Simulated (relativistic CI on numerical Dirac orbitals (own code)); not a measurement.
**Forbidden transitions in In17+**

Method of calculation: Dirac-Coulomb-Breit CI, separate exchange-only KLI orbitals for each configuration, model QED, unscaled Slater integrals (own radial code, finite nucleus).

Configurations in the expansion (outside the closed core [Ar] 3d10): 4s2 4p2, 4s 4p3, 4p4, 4s2 4p 4d, 4s 4p2 4d, 4s2 4p 4f, 4s 4p2 4f, 4p3 4d, 4s 4p 4d2, 4s2 4d 4f, 4s2 4p 5s, 4p3 4f, 4s2 4d2, 4s 4d3, 4s 4d2 4f, 4p2 4d2, 4p 4d3, 4p 4d2 4f, 4p 4d2 5s, 4s2 4f2, 4s 4d 4f2, 4s 4f3, 4p2 4f2, 4p 4d 4f2, 4p 4f3, 4p 4f2 5s. Double excitations out of closed p, d and f shells are left out; levels of such configurations are missing from the list, as are those of other unlisted configurations, and high levels can miss mixing partners.

| λ vac (Å) | Lower | Upper | Type | A (s⁻¹) | gf | Branching (%) |
| --- | --- | --- | --- | --- | --- | --- |
| 180.24 | 4s2 4p2 1D_2 [4] | 4s2 4p 4d 3F°_4 [20] | M2 | 2.75e+02 | 1.21e-08 | 7.4 |
| 289.61 | 4s 4p3 5S°_2 [6] | 4s2 4p 4d 3F°_4 [20] | E2 | 4.33e+02 | 4.90e-08 | 11.6 |
| 375.87 | 4s 4p3 3D°_2 [8] | 4s2 4p 4d 3F°_4 [20] | E2 | 2.51e+02 | 4.79e-08 | 6.8 |
| 408.93 | 4s 4p3 3D°_3 [9] | 4s2 4p 4d 3F°_4 [20] | M1 | 1.96e+02 | 4.43e-08 | 5.3 |
| 521.89 | 4s 4p3 3P°_2 [12] | 4s2 4p 4d 3F°_4 [20] | E2 | 9.18e+01 | 3.37e-08 | 2.5 |
| 767.86 | 4s2 4p2 3P_1 [2] | 4s2 4p2 1S_0 [5] | M1 | 2.04e+04 | 1.81e-06 | 98.4 |
| 1146.1 | 4s2 4p2 3P_1 [2] | 4s2 4p2 1D_2 [4] | M1 | 4.24e+03 | 4.17e-06 | 53.9 |
| 1355.4 | 4s2 4p2 3P_0 [1] | 4s2 4p2 3P_2 [3] | E2 | 1.30e+01 | 1.79e-08 | 29.6 |
| 1410.8 | 4s2 4p2 3P_2 [3] | 4s2 4p2 1D_2 [4] | M1 | 3.58e+03 | 5.34e-06 | 45.5 |
| 1741.8 | 4s2 4p2 3P_0 [1] | 4s2 4p2 3P_1 [2] | M1 | 2.80e+03 | 3.83e-06 | 100.0 |
| 1976.7 | 4s2 4p 4d 3F°_3 [17] | 4s2 4p 4d 3F°_4 [20] | M1 | 2.37e+03 | 1.25e-05 | 63.7 |
| 6108.6 | 4s2 4p2 3P_1 [2] | 4s2 4p2 3P_2 [3] | M1 | 3.10e+01 | 8.67e-07 | 70.4 |

Terms are leading LS components. Brackets give the number of a level in order of energy, since labels repeat. The list gives strong lines, with weight on those to low levels, among the lowest 200 of 2830 levels, so that lines to higher ones, which can be the strongest, are missing. Levels whose partners in the same complex of configurations lie outside the list can be far off, and so can their lines. Rates are taken at the computed energies, electric ones in the length gauge.

At this charge energies of transitions that change n are usually good to better than 1 %, and those within a shell (Δn = 0) to a few per cent.

Task: From the table, what is the radiative lifetime of 4s2 4p 4d 3F°_4?

Result: The listed rates from this level add up to about 3.62e+03 s⁻¹, 97 % of its decay; with all channels τ = 2.69e-04 s.

LS names give the leading component of a level, which can be under half, so a name can repeat, a term be missing and a line seem to break the LS rules.
